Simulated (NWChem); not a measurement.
System: C2H3Cl2F; SMILES CC(F)(Cl)Cl

Here is an NWChem input.

```
start job
memory heap 200 mb stack 900 mb global 1100 mb
geometry units angstroms noautoz
  C     -1.319381    -1.111717     0.000000
  C     -0.342758     0.033215     0.000000
  F     -1.000098     1.202752     0.000000
  Cl     0.689234    -0.012536     1.454628
  Cl     0.689234    -0.012536    -1.454628
  H     -1.949254    -1.041749    -0.897822
  H     -0.785487    -2.069463     0.000000
  H     -1.949254    -1.041749     0.897822
end
basis spherical
  * library 3-21g
end
dft
  xc b3lyp
  iterations 150
  mulliken
end
task dft energy
```

Parts of the log:

```
             Northwest Computational Chemistry Package (NWChem) 7.3.0
             --------------------------------------------------------

 CS  symmetry detected

                             Geometry "geometry" -> ""
                             -------------------------

 Output coordinates in angstroms (scale by  1.889725989 to convert to a.u.)

  No.       Tag          Charge          X              Y              Z
 ---- ---------------- ---------- -------------- -------------- --------------
    1 C                    6.0000    -1.30072889    -1.12516376     0.00000000
    2 C                    6.0000    -0.33936200     0.03260801     0.00000000
    3 F                    9.0000    -1.01214070     1.19333257     0.00000000
    4 Cl                  17.0000     0.69314560     0.00053495    -1.45462800
    5 Cl                  17.0000     0.69314560     0.00053495     1.45462800
    6 H                    1.0000    -1.93147367    -1.06354774     0.89782200
    7 H                    1.0000    -0.75419159    -2.07575158     0.00000000
    8 H                    1.0000    -1.93147367    -1.06354774    -0.89782200

 Effective nuclear repulsion energy (a.u.)     299.2545926972

      Symmetry information
      --------------------

 Group name             Cs
 Group number              2
 Group order               2
 No. of unique centers     6

                                 NWChem DFT Module
                                 -----------------

 Summary of "ao basis" -> "ao basis" (spherical)
 ------------------------------------------------------------------------------
       Tag                 Description            Shells   Functions and Types
 ---------------- ------------------------------  ------  ---------------------
 C                           3-21g                   5        9   3s2p
 F                           3-21g                   5        9   3s2p
 Cl                          3-21g                   7       13   4s3p
 H                           3-21g                   2        2   2s

      Symmetry analysis of basis
      --------------------------

        a'         38
        a"         21

            General Information
            -------------------
          SCF calculation type: DFT
          Wavefunction type:  closed shell.
          No. of atoms     :     8
          No. of electrons :    58
           Alpha electrons :    29
            Beta electrons :    29
          Charge           :     0
          Spin multiplicity:     1
          Use of symmetry is: on ; symmetry adaption is: on
          Maximum number of iterations: 150
          AO basis - number of functions:    59
                     number of shells:    35
          Convergence on energy requested:  1.00D-06
          Convergence on density requested:  1.00D-05
          Convergence on gradient requested:  5.00D-04

              XC Information
              --------------
                         B3LYP Method XC Potential
                     Hartree-Fock (Exact) Exchange  0.200
                        Slater Exchange Functional  0.800 local
                    Becke 1988 Exchange Functional  0.720 non-local
              Lee-Yang-Parr Correlation Functional  0.810
                  VWN I RPA Correlation Functional  0.190 local

             Grid Information
             ----------------
          Grid used for XC integration:  medium
          Radial quadrature: Mura-Knowles
          Angular quadrature: Lebedev.
          Tag              B.-S. Rad. Rad. Pts. Rad. Cut. Ang. Pts.
          ---              ---------- --------- --------- ---------
          C                   0.70       49           8.0       434
          F                   0.50       49           8.0       434
          Cl                  1.00       88          10.0       590
          H                   0.35       45          10.0       434
          Grid pruning is: on
          Number of quadrature shells:   325
          Spatial weights used:  Erf1

      Superposition of Atomic Density Guess
      -------------------------------------

 Sum of atomic energies:       -1089.84198923

      Non-variational initial energy
      ------------------------------

 Total energy =   -1091.657241
 1-e energy   =   -2102.876329
 2-e energy   =     711.964496
 HOMO         =      -0.375816
 LUMO         =       0.099212

      Symmetry analysis of molecular orbitals - initial
      -------------------------------------------------

  Numbering of irreducible representations:

     1 a'          2 a"

  Orbital symmetries:

     1 a"          2 a'          3 a'          4 a'          5 a'
     6 a"          7 a'          8 a'          9 a"         10 a"
    11 a"         12 a'         13 a'         14 a'         15 a'
    16 a'         17 a"         18 a'         19 a'         20 a"
    21 a'         22 a"         23 a'         24 a'         25 a"
    26 a'         27 a"         28 a"         29 a'         30 a'
    31 a"         32 a'         33 a'         34 a"         35 a'
    36 a'         37 a'         38 a"         39 a'

     ---------------------------------------------
      Total Density - Mulliken Population Analysis
     ---------------------------------------------

    Atom       Charge   Shell Charges
 -----------   ------   -------------------------------------------------------
    1 C    6     6.75   1.99  0.40  1.61  1.14  1.62
    2 C    6     5.15   1.99  0.33  0.93  0.95  0.95
    3 F    9     9.46   1.99  0.45  2.55  1.52  2.96
    4 Cl  17    17.20   2.00  1.96  5.91  1.15  3.11  0.79  2.28
    5 Cl  17    17.20   2.00  1.96  5.91  1.15  3.11  0.79  2.28
    6 H    1     0.74   0.41  0.33
    7 H    1     0.75   0.41  0.33
    8 H    1     0.74   0.41  0.33

   convergence    iter        energy       DeltaE   RMS-Dens  Diis-err
 ---------------- ----- ----------------- --------- --------- ---------
 d= 0,ls=0.0,diis     1  -1092.6678592904 -1.39D+03  4.07D-02  1.54D+00
 d= 0,ls=0.0,diis     2  -1092.4156126852  2.52D-01  2.45D-02  4.02D+00
 d= 0,ls=0.0,diis     3  -1092.8639998431 -4.48D-01  1.95D-03  1.01D-02
 d= 0,ls=0.0,diis     4  -1092.8648665909 -8.67D-04  7.82D-04  2.24D-03
 d= 0,ls=0.0,diis     5  -1092.8651233979 -2.57D-04  9.26D-05  1.74D-05
  Resetting Diis
 d= 0,ls=0.0,diis     6  -1092.8651250211 -1.62D-06  3.15D-05  5.70D-06
 d= 0,ls=0.0,diis     7  -1092.8651256946 -6.73D-07  8.43D-06  8.71D-08

         Total DFT energy =    -1092.865125694575
      One electron energy =    -2103.758842826594
           Coulomb energy =      790.481511159742
    Exchange-Corr. energy =      -78.842386724943
 Nuclear repulsion energy =      299.254592697220

 Numeric. integr. density =       58.000009836543

                  Occupations of the irreducible representations
                  ----------------------------------------------

                     irrep           alpha         beta
                     --------     --------     --------
                     a'               18.0         18.0
                     a"               11.0         11.0

                       DFT Final Molecular Orbital Analysis
                       ------------------------------------

 Vector   27  Occ=2.000000D+00  E=-3.337436D-01  Symmetry=a'
              MO Center=  4.5D-01, -6.3D-02, -3.5D-16, r^2= 3.5D+00
   Bfn.  Coefficient  Atom+Function         Bfn.  Coefficient  Atom+Function
  ----- ------------  ---------------      ----- ------------  ---------------
    35      0.349757  4 Cl py                48      0.349757  5 Cl py
    39      0.282534  4 Cl py                52      0.282534  5 Cl py
     6      0.231142  1 C  s                 34      0.217991  4 Cl px
    47      0.217991  5 Cl px                38      0.182643  4 Cl px
    51      0.182643  5 Cl px                31     -0.161973  4 Cl py

 Vector   28  Occ=2.000000D+00  E=-3.279578D-01  Symmetry=a"
              MO Center=  5.6D-01,  3.6D-02, -4.8D-16, r^2= 3.4D+00
   Bfn.  Coefficient  Atom+Function         Bfn.  Coefficient  Atom+Function
  ----- ------------  ---------------      ----- ------------  ---------------
    35      0.439013  4 Cl py                48     -0.439013  5 Cl py
    39      0.347936  4 Cl py                52     -0.347936  5 Cl py
    31     -0.202024  4 Cl py                44      0.202024  5 Cl py
    27      0.155171  3 F  pz                23      0.145471  3 F  pz
     5     -0.061144  1 C  pz                55     -0.052752  6 H  s

 Vector   29  Occ=2.000000D+00  E=-3.150982D-01  Symmetry=a"
              MO Center=  6.4D-01,  9.6D-04, -4.9D-16, r^2= 3.4D+00
   Bfn.  Coefficient  Atom+Function         Bfn.  Coefficient  Atom+Function
  ----- ------------  ---------------      ----- ------------  ---------------
    36      0.330873  4 Cl pz                49      0.330873  5 Cl pz
    34      0.323850  4 Cl px                47     -0.323850  5 Cl px
    40      0.268201  4 Cl pz                53      0.268201  5 Cl pz
    38      0.260702  4 Cl px                51     -0.260702  5 Cl px
    32     -0.151381  4 Cl pz                45     -0.151381  5 Cl pz

 Vector   30  Occ=0.000000D+00  E=-1.367272D-02  Symmetry=a'
              MO Center=  3.8D-01, -3.4D-02, -2.6D-16, r^2= 3.0D+00
   Bfn.  Coefficient  Atom+Function         Bfn.  Coefficient  Atom+Function
  ----- ------------  ---------------      ----- ------------  ---------------
    15      1.348216  2 C  s                 16      0.669763  2 C  px
    40     -0.586044  4 Cl pz                53      0.586044  5 Cl pz
    37     -0.459359  4 Cl s                 50     -0.459359  5 Cl s
    12      0.358870  2 C  px                38      0.298603  4 Cl px
    51      0.298603  5 Cl px                36     -0.288834  4 Cl pz

 Vector   31  Occ=0.000000D+00  E= 2.627345D-02  Symmetry=a"
              MO Center= -7.0D-02, -5.3D-02, -1.2D-15, r^2= 3.2D+00
   Bfn.  Coefficient  Atom+Function         Bfn.  Coefficient  Atom+Function
  ----- ------------  ---------------      ----- ------------  ---------------
    18      0.996828  2 C  pz                14      0.518597  2 C  pz
    37      0.480605  4 Cl s                 50     -0.480605  5 Cl s
    38     -0.453178  4 Cl px                40      0.452503  4 Cl pz
    51      0.453178  5 Cl px                53      0.452503  5 Cl pz
    55     -0.327170  6 H  s                 59      0.327170  8 H  s

 Vector   32  Occ=0.000000D+00  E= 1.172566D-01  Symmetry=a'
              MO Center= -6.3D-01, -7.2D-01, -4.3D-16, r^2= 3.3D+00
   Bfn.  Coefficient  Atom+Function         Bfn.  Coefficient  Atom+Function
  ----- ------------  ---------------      ----- ------------  ---------------
    57      1.238870  7 H  s                 17      0.705440  2 C  py
     8      0.700673  1 C  py                24     -0.552628  3 F  s
     6     -0.488665  1 C  s                 15      0.376845  2 C  s
    26      0.356176  3 F  py                13      0.310399  2 C  py
    22      0.227504  3 F  py                25     -0.216399  3 F  px

     ---------------------------------------------
      Total Density - Mulliken Population Analysis
     ---------------------------------------------

    Atom       Charge   Shell Charges
 -----------   ------   -------------------------------------------------------
    1 C    6     6.54   1.99  0.37  1.70  1.11  1.37
    2 C    6     6.19   1.99  0.38  1.51  1.09  1.22
    3 F    9     9.24   1.98  0.45  2.49  1.56  2.75
    4 Cl  17    16.87   2.00  1.96  5.89  1.19  3.08  0.78  1.97
    5 Cl  17    16.87   2.00  1.96  5.89  1.19  3.08  0.78  1.97
    6 H    1     0.76   0.46  0.30
    7 H    1     0.76   0.46  0.30
    8 H    1     0.76   0.46  0.30

     -------------------------------------------
      Total Density - Lowdin Population Analysis
     -------------------------------------------

    Atom       Charge   Shell Charges
 -----------   ------   -------------------------------------------------------
    1 C    6     6.29   1.97  0.43  1.61  0.59  1.69
    2 C    6     5.97   1.97  0.46  1.45  0.60  1.48
    3 F    9     9.10   1.98  0.62  2.48  1.18  2.83
    4 Cl  17    17.00   2.00  1.95  5.84  1.05  2.97  0.86  2.34
    5 Cl  17    17.00   2.00  1.95  5.84  1.05  2.97  0.86  2.34
    6 H    1     0.88   0.46  0.42
    7 H    1     0.88   0.46  0.42
    8 H    1     0.88   0.46  0.42

     Multipole analysis of the density
     ---------------------------------

     L   x y z        total         alpha         beta         nuclear
     -   - - -        -----         -----         ----         -------
     0   0 0 0     -0.000000    -29.000000    -29.000000     58.000000

     1   1 0 0     -0.668097     -0.334048     -0.334048      0.000000
     1   0 1 0     -0.642689     -0.321344     -0.321344     -0.000000
     1   0 0 1      0.000000      0.000000      0.000000      0.000000

     2   2 0 0    -31.072426    -94.863026    -94.863026    158.653626
     2   1 1 0      1.420249     -5.594534     -5.594534     12.609317
     2   1 0 1      0.000000      0.000000      0.000000      0.000000
     2   0 2 0    -31.660540    -64.021330    -64.021330     96.382119
     2   0 1 1     -0.000000     -0.000000     -0.000000      0.000000
     2   0 0 2    -33.187648   -147.927245   -147.927245    262.666842
```

Level: B3LYP/3-21G. All runs use the structure optimised with PBE0/def2-SVP.
